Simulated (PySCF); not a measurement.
## Cl (chlorine, neutral) across methods

[Ne] 3s1 3p6, 2S determinant (an excited configuration). Computed with PySCF 2.14 in dyall-av3z, with no relativity, point nucleus.

```tsv
method	E (hartree)	mean ε 3s α (eV)	mean ε 3p α (eV)	mean ε 3p β (eV)	Σ⟨r²⟩ (bohr²)	⟨S²⟩
BP86	-459.7662	-21.841	-9.704	-8.748	28.34	0.753
UHF	-458.92305	-32.507	-15.673	-11.809	28.98	0.780
M06	-459.6747	-24.413	-11.081	-9.663	28.15	0.755
PBE0	-459.5388	-24.618	-11.310	-9.729	28.35	0.756
MN15	-459.7353	-24.340	-11.809	-10.603	28.13	0.752
LDA	-458.2378	-21.713	-9.694	-8.772	28.46	0.753
LC-wPBE	-459.5607	-27.714	-14.160	-12.563	28.12	0.754
r2SCAN	-459.6627	-22.966	-10.180	-8.804	28.30	0.758
```

Estimate the same row for PBE.

E (hartree) = -459.5333; mean ε 3s α (eV) = -21.766; mean ε 3p α (eV) = -9.630; mean ε 3p β (eV) = -8.636; Σ⟨r²⟩ (bohr²) = 28.40; ⟨S²⟩ = 0.753.
